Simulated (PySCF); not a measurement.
PySCF 2.14 output of an unrestricted wB97X-V calculation on a single atom or ion in x2c-TZVPPall (11s7p7d3f1g, 97 functions), with scalar relativity by spin-free X2C-1e:

```
SCF conv_tol = 1e-09
number electrons alpha = 39  beta = 34
    N. Mardirossian and M. Head-Gordon.,  Phys. Chem. Chem. Phys. 16, 9904-9924 (2014)
cycle= 1 E= -16692.4667957839  delta_E= -0.0225  |g|= 0.194  |ddm|= 0.35
cycle= 2 E= -16692.4673354146  delta_E= -0.00054  |g|= 0.161  |ddm|= 0.169
cycle= 3 E= -16692.4692685572  delta_E= -0.00193  |g|= 0.00684  |ddm|= 0.0694
cycle= 4 E= -16692.4692741208  delta_E= -5.56e-06  |g|= 0.000749  |ddm|= 0.00907
cycle= 5 E= -16692.4692742622  delta_E= -1.41e-07  |g|= 5.25e-05  |ddm|= 0.00127
cycle= 6 E= -16692.4692742656  delta_E= -3.45e-09  |g|= 5.31e-06  |ddm|= 0.000407
cycle= 7 E= -16692.4692742656  delta_E= -1.82e-11  |g|= 4.48e-07  |ddm|= 4.54e-05
converged SCF energy = -16692.4692742656  <S^2> = 8.7518269  2S+1 = 6.000609
```

The run itself started from symmetry-adapted Hartree-Fock orbitals and held the occupation by maximum overlap, on a logarithmic radial grid, so the iterations belong to that start.

Q: Which element, charge and spin multiplicity is this?

A: Re²⁺ (rhenium, charge +2), multiplicity 6; the state was [Xe] 4f14 5d4 6s1, high-spin 6D determinant (an excited configuration).

Spin-orbit coupling, absent here, splits the open shell strongly.
